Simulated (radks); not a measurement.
Question: Excited configurations of Rb16+: one electron is placed in a higher orbital outside [Ar] 3d2. The ground configuration is [Ar] 3d3. All-electron calculation, non-relativistic Kohn-Sham, PBEsol, spin-unpolarised, spherical densities, point nucleus; relativity is left out, which matters for an element this heavy. Program: a radial shooting solver on a logarithmic mesh with Libxc functionals. Excitation = E - E(ground); binding = E(ion) - E, where the ion is the core of charge +17; n* = 17/sqrt(2 binding) in atomic units, and the quantum defect is n - n*.

| outer orbital | excitation (eV) | binding (eV) | n* | quantum defect | eigenvalue (eV) | <r> (bohr) |
|---|---|---|---|---|---|---|
| 4s | 240.54 | 359.56 | 3.307 | 0.693 | -348.55 | 0.9775 |
| 4p | 264.41 | 335.69 | 3.422 | 0.578 | -324.84 | 0.9923 |
| 4d | 302.73 | 297.36 | 3.636 | 0.364 | -286.54 | 1.002 |
| 5f | 433.56 | 166.53 | 4.859 | 0.141 | -160.93 | 1.725 |
| 6s | 460.67 | 139.42 | 5.311 | 0.689 | -135.79 | 2.501 |
| 6p | 466.75 | 133.34 | 5.430 | 0.570 | -129.80 | 2.560 |
| 6d | 476.33 | 123.76 | 5.637 | 0.363 | -120.31 | 2.642 |
| 7s | 501.20 | 98.893 | 6.306 | 0.694 | -96.367 | 3.523 |
| 7d | 510.66 | 89.433 | 6.631 | 0.369 | -87.046 | 3.720 |

Estimate the row for 7f.

Answer: excitation (eV) 515.84; binding (eV) 84.250; n* 6.832; quantum defect 0.168; eigenvalue (eV) -81.851; <r> (bohr) 3.772. The Delta-SCF ionisation energy is 600.09 eV (NIST Atomic Spectra Database: 601 eV, theoretical). Self-interaction in the functional shifts the binding energies and quantum defects, so they are the method's values and not measured ones. Relativity is left out here, which matters for elements this heavy. Spin polarisation and multiplet splitting are left out, so open shells lie too high by an amount that depends on their filling.

Beside tabulated values, note that spin-unpolarised runs miss the spin-polarisation part of the exchange energy of open shells.
